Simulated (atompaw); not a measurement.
**Before and after: PAW (atompaw) potential for Ag**

Ag (Z = 47), PAW, made with atompaw 4.2.0.5 (PBE, scalar-relativistic). Core [Kr], reference 4d10 5s1 5p0. Waves: 5s (bound): rc 2.75 bohr; 5s channel at 0.05 Ry: rc 2.75 bohr; 5p (bound, empty): rc 2.75 bohr; 5p channel at 3.2 Ry: rc 2.75 bohr; 4d (bound): rc 2.75 bohr; 4d channel at 1.45 Ry: rc 1.70 bohr. Local part: troulliermartins scheme with l = 3 at 0 Ry, radius 2.45 bohr. Core correction: smooth core density matched at 2.00 bohr. Augmentation charge: sinc compensation charge, radius 2.15 bohr; PAW radius 2.75 bohr; waves and projectors: custom rrkj gramschmidtortho.

All-electron outer shells of the reference configuration (PBE, scalar-relativistic, ld1.x):

| shell | level (eV) | outermost node (bohr) | outermost maximum (bohr) |
| --- | --- | --- | --- |
| 4s | -95.05 | 0.44 | 0.82 |
| 4p | -58.57 | 0.44 | 0.87 |
| 4d | -7.44 | 0.43 | 1.04 |
| 5s | -4.40 | 1.11 | 2.49 |
| 5p | -0.74 | 1.25 | 3.86 |

Change: all radii scaled by about 1.19 (s 3.28, p 3.28, d 3.28 bohr); local potential troulliermartins scheme with l = 3 at 0 Ry, radius 2.92 bohr; augmentation sinc compensation charge, radius 2.56 bohr; PAW radius 3.28 bohr; waves and projectors: custom rrkj gramschmidtortho; core correction smooth core density matched at 2.38 bohr.

Cutoffs: the cutoffs (Ry, on a coarse ladder) from which the occupation-weighted sum of valence levels, in a spherical-Bessel basis at the reference potential, stays within 10 and 1 mRy of its value at 400 Ry; they do not see the model core or the augmentation charge, which bear on the density cutoff.

What does the change do?

The potential gets softer (15 Ry and 21 Ry → 8 Ry and 12 Ry); the bound ghost in s disappears. A larger radius leaves more room for a smooth pseudo-wave, so fewer plane waves are needed.

| quantity | base | changed |
| --- | --- | --- |
| cutoff, loose | 15 Ry | 8 Ry |
| cutoff, tight | 21 Ry | 12 Ry |
| loose cutoff by channel (10 mRy a level) | s 6 Ry, d 10 Ry | s 6 Ry, d 8 Ry |
| bound ghosts | s | none |
| lowest overlap eigenvalue by channel | s 0.29, p 0.65, d 0.78 | s 0.31, p 0.35, d 0.50 |

 A true bound ghost makes a file unfit for plane-wave use even where its test errors are small: the radial tests pick states by their node count and pass the ghost by. The cutoffs see the waves, projectors and local potential, not the compensation charge or the core.
